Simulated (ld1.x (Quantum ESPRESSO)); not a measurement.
## u(r) = r·R(r): atom against pseudo-atom (mercury (Hg))

Columns: radius, all-electron u(r) and pseudo u(r) of the 5d shell (level -19.10 eV) of mercury in the configuration [Xe] 4f14 5d10 6s1 6p0; LDA (PZ), scalar-relativistic, TM scheme, ld1.x (Quantum ESPRESSO) 7.5.

```
r (bohr)  all-electron  pseudo
   0.155        0.1682  0.0110
   0.310       -0.4259  0.0803
   0.465       -0.2445  0.2327
   0.620        0.2204  0.4445
   0.775        0.5979  0.6581
   0.930        0.8147  0.8171
   1.085        0.9007  0.8953
   1.240        0.9023  0.9001
   1.395        0.8563  0.8560
   1.550        0.7868  0.7868
   1.705        0.7085  0.7085
   1.860        0.6294  0.6294
   2.015        0.5540  0.5540
   2.170        0.4844  0.4844
   2.325        0.4215  0.4215
   2.480        0.3654  0.3654
   2.635        0.3157  0.3157
   2.790        0.2722  0.2722
   2.945        0.2341  0.2341
   3.100        0.2009  0.2009
   3.255        0.1722  0.1722
   3.410        0.1474  0.1474
   3.565        0.1260  0.1260
   3.720        0.1075  0.1075
   3.875        0.0917  0.0917
   4.030        0.0781  0.0781
```

(1) How many radial nodes do the two functions have?

(2) At about which radius was the pseudo-wave matched?

(3) Where does each function peak?

(4) Is the pseudo-wave norm-conserving?

Answers

(1) The all-electron 5d function has n − l − 1 = 2; the pseudo-wave has 0, since the states of the same l below it are removed with the core.

(2) 1.70 bohr. The columns agree to 0.0005 from 1.40 bohr on; several derivatives are matched, so the curves merge somewhat inside the radius.

(3) Outermost all-electron maximum near 1.24 bohr, pseudo maximum near 1.24 bohr (to the table’s step).

(4) Yes: the TM scheme keeps the norm inside the radius equal to the all-electron one, which fixes the energy derivative of the logarithmic derivative at the level.
